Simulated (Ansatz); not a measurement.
One change: `[NH2][GeH2][CH]=[Se]` becomes `[GeH3][CH]=[Se]`.

Ansatz, PBE0-D4/def2-TZVP geometries, multiplicity 1. Each molecule was computed in one conformer, which needn't be the lowest.

Scalar relativity is left out up to krypton. Spin–orbit coupling is left out; it splits and shifts lone-pair levels of the heavy atoms by tenths of an eV.

| property | `[NH2][GeH2][CH]=[Se]` |
| --- | --- |
| LUMO energy (B3LYP/def2-TZVPP) / eV | -3.05 |
| size of the dipole moment (ωB97M-V/def2-TZVPP) / D | 0.60 |
| LUMO energy (ωB97M-V/def2-TZVPP) / eV | -0.78 |
| size of the dipole moment (B3LYP/def2-TZVPP) / D | 0.61 |
| HOMO–LUMO gap (B3LYP/def2-TZVPP) / eV | 2.96 |
| HOMO–LUMO gap (PBE0/def2-TZVPP) / eV | 3.36 |

Q: What does the change do to each property? (Estimate.)

A: The calculation gave: 
```csv
property,`[GeH3][CH]=[Se]`,shift
LUMO energy (B3LYP/def2-TZVPP) / eV,-3.09,-0.04
size of the dipole moment (ωB97M-V/def2-TZVPP) / D,1.43,0.83
LUMO energy (ωB97M-V/def2-TZVPP) / eV,-0.81,-0.03
size of the dipole moment (B3LYP/def2-TZVPP) / D,1.43,0.82
HOMO–LUMO gap (B3LYP/def2-TZVPP) / eV,2.93,-0.03
HOMO–LUMO gap (PBE0/def2-TZVPP) / eV,3.34,-0.02
```

The zero-point energy changes by -48.9 kJ/mol with -6 modes. Dipoles are sizes alone; their direction can turn.

B3LYP here is the variant with VWN-RPA as its local correlation; programs differ in this.
